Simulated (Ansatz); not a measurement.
Geometry optimisation, RKS PBE-D4/def2-SVP (Ansatz).

The input (input.yaml):

```yaml
crystal:
  periodic: [false, false, false]
  atoms:
    - { symbol: Zr, position_ang: [0.0, 0.0, 0.0] }
    - { symbol: F, position_ang: [0.0, 0.0, 2.33] }
    - { symbol: Cl, position_ang: [2.3764, 0.0, -0.8392] }
    - { symbol: F, position_ang: [-0.9326, 1.6157, -0.6593] }
    - { symbol: Cl, position_ang: [-1.1869, -2.0563, -0.8392] }
    - { symbol: "N", position_ang: [1.31, -1.9893, 0.7915] }
    - { symbol: H, position_ang: [0.8709, -2.954, 0.7746] }
    - { symbol: H, position_ang: [2.3024, -1.8649, 1.1426] }
    - { symbol: H, position_ang: [0.7486, -1.1368, 1.9863] }
basis:
  gaussian: { orbitals: def2-SVP }
hamiltonian:
  xc: pbe
  dispersion: d4
relax:
  f_tol: 0.15
  max_steps: 25
  restrain:
    - { distance: [0, 5], at: 3.41, k: 30.0 }
    - { distance: [8, 1], at: 2.12, k: 30.0 }
    - { distance: [0, 1], at: 1.98, k: 30.0 }
    - { distance: [8, 5], at: 1.06, k: 30.0 }
```

Run as:

```bash
$ ansatz run input.yaml --threads 4 --pin off --max-ram 5120MiB --backend cpu --events-out ev --progress --plain --runs-dir out
```

Where does it end, and by what steps?

The forces met the threshold. The restraints hold the end off the free minimum; the threshold counts their pulls, which the force column leaves out. Restrained pairs: Zr1–N6 (2.51 → 3.40 Å), F2–H9 (1.40 → 2.13 Å), Zr1–F2 (2.33 → 1.95 Å), N6–H9 (1.57 → 1.04 Å). After 6 steps the energy has fallen by 2.976 eV (the restraints' own energy left out); N6 moved furthest, 0.88 Å.

```tsv
step	energy less start (eV)	largest force component (eV/Å)	accepted
0	0.0000	3.011	yes
1	-0.5673	4.566	yes
2	-1.3636	5.744	yes
3	-2.0155	4.590	yes
4	-2.6543	1.884	yes
5	-2.9447	1.229	yes
6	-2.9761	0.973	yes
```

```xyz
9
Properties=species:S:1:pos:R:3
Zr -0.055 0.125 -0.078
F -0.080 0.165 1.870
Cl 2.122 0.364 -0.935
F -0.991 1.656 -0.681
Cl -1.239 -1.722 -0.924
N 1.530 -2.413 1.531
H 0.906 -2.909 0.883
H 2.300 -1.989 1.000
H 0.995 -1.663 2.021
```

The run took 15 s on 4 threads of Arm Neoverse V2, with other jobs on the host, peak memory 0.19 GiB.
